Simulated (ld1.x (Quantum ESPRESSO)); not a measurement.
Building the PAW potential for N (LDA (PZ), non-relativistic).

ld1.x (Quantum ESPRESSO) 7.5 was run on this input:

```
&input
   title='N', zed=7., rel=0, dft='PZ', iswitch=3,
   config='[He] 2s2 2p1',
   nld=2, rlderiv=1.70, eminld=-6.0, emaxld=5.0, deld=0.02
 /
 &inputp
   pseudotype=3, lpaw=.true., tm=.true., lloc=-2, rcloc=0.85,
   nlcc=.true., new_core_ps=.true., rcore=0.50,
   which_augfun='BESSEL', rmatch_augfun=0.85,
   file_pseudopw='N.UPF', file_wfcaegen='ae.wfc', file_wfcncgen='nc.wfc', file_beta='beta', file_chi='chi', file_wfcusgen='us.wfc'
 /
4
2S  1  0   2.00   0.00  0.90  1.00  0.0
2S  1  0   0.00  -2.95  0.90  1.00  0.0
2P  2  1   1.00   0.00  1.40  1.55  0.0
2P  2  1   0.00   2.55  1.40  1.55  0.0
 &test
   configts(1)='2s2 2p1'
 /
```

Command:

```bash
ld1.x < N.in > N.out
```

The program printed (shortened: banner, matrices, multipoles, cross overlaps and the repeated all-electron block are left out):

```
Program LD1 v.7.5
     --------------------------- All-electron run ----------------------------

     N

     atomic number is  7.00
     dft =PZ   lsd =0 sic =0 latt =0  beta=0.20 tr2=1.0E-14
     Exchange-correlation= PZ
                           (   1   1   0   0   0   0   0)
     mesh =1085 r(mesh) =  99.89202 a.u. xmin = -7.00 dx = 0.01250
     1 Ry =  13.60569312 eV

     n l     nl                  e(Ry)          e(Ha)          e(eV)
     1 0     1S 1( 2.00)       -30.8984       -15.4492      -420.3941
     2 0     2S 1( 2.00)        -3.5911        -1.7955       -48.8587
     2 1     2P 1( 1.00)        -2.7649        -1.3825       -37.6189

     final scf error:  7.8E-15 reached in  28 iterations

     Etot =    -104.905715 Ry,     -52.452858 Ha,   -1427.314971 eV

     Ekin =     104.443346 Ry,      52.221673 Ha,    1421.024114 eV
     Encl =    -235.323261 Ry,    -117.661631 Ha,   -3201.736077 eV
     Eh   =      36.524616 Ry,      18.262308 Ha,     496.942711 eV
     Exc  =     -10.550416 Ry,      -5.275208 Ha,    -143.545720 eV

     normalization and overlap integrals

     s(1S/1S) =  1.000000  <r> =   0.2310  <r2> =    0.0722  r(max) =   0.1502
     s(2S/2S) =  1.000000  <r> =   1.1771  <r2> =    1.6413  r(max) =   0.9551
     s(2P/2P) =  1.000000  <r> =   1.1356  <r2> =    1.5979  r(max) =   0.8535

     ------------------------ End of All-electron run ------------------------

     --------------------- Generating PAW atomic setup --------------------

      Generating local potential from pseudized AE potential:
      Matching radius rcloc =   0.8500
      Enforcing V''(0)=0 (lloc=-2)

      Local pseudo, rcloc= 0.843 Estimated cut-off energy=    41.02 Ry

      Computing core charge for nlcc:

       r > 0.50 : true rho core
      Core charge pseudized with two Bessel functions
      Integrated core pseudo-charge :   0.93
      Wfc-us  2S rcutus= 1.004  Estimated cut-off energy=    44.56 Ry
      Wfc-us  2S rcutus= 1.004  Estimated cut-off energy=    45.72 Ry
      Wfc-us  2P rcutus= 1.536  Estimated cut-off energy=    33.90 Ry
      Wfc-us  2P rcutus= 1.536  Estimated cut-off energy=    70.27 Ry

     Required augmentation: BESSEL   radius:    0.850000
     Suggested rho cutoff for augmentation:  74.80 Ry

     Estimated PAW energy =  -23.621228 Ryd

     ------------------- End of pseudopotential generation -------------------

     Computing logarithmic derivative in   1.70806
     Computing logarithmic derivative in   1.70806
     Computing the partial wave expansion
     R is outside the sphere for l=    0 j= 0.00
     R is outside the sphere for l=    0 j= 0.00
     R is outside the sphere for l=    1 j= 0.00
     R is outside the sphere for l=    1 j= 0.00

     ---------------------- Testing the pseudopotential ----------------------

     N

     atomic number is  7.00   valence charge is  5.00
     dft = SLA  PZ   NOGX NOGC   lsd =0 sic =0 latt =0  beta=0.20 tr2=1.0E-14
     mesh =1085 r(mesh) =  99.89202 xmin = -7.00 dx = 0.01250

     n l     nl             e AE (Ry)        e PS (Ry)    De AE-PS (Ry)
     1 0     2S   1( 2.00)       -3.59105       -3.59105        0.00000
     2 1     2P   1( 1.00)       -2.76494       -2.76494        0.00000

     eps = 3.7E-25  iter =  1

     Etot =    -104.905715 Ry,     -52.452858 Ha,   -1427.314971 eV
     Etotps =   -23.621228 Ry,     -11.810614 Ha,    -321.383173 eV

     Ekin =      17.321747 Ry,       8.660873 Ha,     235.674367 eV
     Encl =     -37.409234 Ry,     -18.704617 Ha,    -508.978556 eV
     Ehrt =       7.016676 Ry,       3.508338 Ha,      95.466735 eV
     Ecxc =     -10.550416 Ry,      -5.275208 Ha,    -143.545720 eV
     (Ecc =      -1.903179 Ry,      -0.951590 Ha,     -25.894072 eV)

     ---------------------- End of pseudopotential test ----------------------
```

Generation and configuration tests took about 0.88 s on one core of a shared server CPU.
